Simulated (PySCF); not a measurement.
# From a computed spectrum to the compound

A species of 3 atoms with charge 1 has these harmonic modes (PBE0, small Gaussian bases with core potentials, PySCF 2.14.0):

```
cm⁻¹  km/mol  symmetry
 523    77.2        a1
1672   368.6        b2
1707   107.9        a1
```

(1) Which species is it, and in which structure?

Results:

(1) [YH2]+ (singlet):
```xyz
3

Y     0.0000    0.0000   -0.0249
H     1.5117    0.0000    1.0974
H    -1.5117    0.0000    1.0974
```
Ideal gas at 298.15 K and 1 bar: S = 228.7 J/(mol K), Cp = 38.6 J/(mol K), H − H(0 K) = 10.5 kJ/mol (rigid rotor, harmonic modes, spin degeneracy alone). 
 Other answers can fit too; this one was computed.
